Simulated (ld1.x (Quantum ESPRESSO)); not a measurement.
**Configuration tests for indium (TM semilocal)**

- Element: indium (In)
- Generator: ld1.x (Quantum ESPRESSO) 7.5
- Type: norm-conserving Troullier–Martins (semilocal form)
- Functional: PBEsol
- Relativity: scalar-relativistic
- Frozen core: [Kr] 4d10
- Valence charge: 3
- Reference configuration: 5s2 5p0 (charge +1)
- Partial waves: 5p (bound, empty): rc 2.30 bohr; 5s (bound): rc 1.85 bohr
- Local potential: the s channel
- Core correction: none

Energies are relative to the spin-unpolarised reference configuration 5s2 5p0; without spin polarisation the order of configurations can differ from experiment.

```json
{"valence configuration": "5s2 5p1", "charge": "0", "ΔE all-electron (eV)": "-5.361", "error AE − PS (meV)": "+21"}
{"valence configuration": "5s1 5p0", "charge": "+2", "ΔE all-electron (eV)": "19.278", "error AE − PS (meV)": "+58"}
{"valence configuration": "5s1 5p2", "charge": "0", "ΔE all-electron (eV)": "0.516", "error AE − PS (meV)": "+63"}
{"valence configuration": "5s0 5p3", "charge": "0", "ΔE all-electron (eV)": "6.652", "error AE − PS (meV)": "+151"}
{"valence configuration": "5s2 5p1.3", "charge": "-0.3", "ΔE all-electron (eV)": "-5.892", "error AE − PS (meV)": "+29"}
```

What are ΔE and the potential's error for 5s1 5p1?

ΔE = 6.654 eV all-electron; the error (AE − PS) is +33 meV.

What are ΔE and the potential's error for 5s2 5p0.5?

ΔE = -3.420 eV all-electron; the error (AE − PS) is +7.6 meV.

Levels in the configuration 5s2 5p0.5:

| level | all-electron (eV) | pseudo (eV) |
| --- | --- | --- |
| 5s | -11.452 | -11.456 |
| 5p | -5.309 | -5.332 |

ld1.x printed “convergence not achieved” for 6 of the counted tests; their residual had stalled under 1e-8, short of the target of 1e-14.
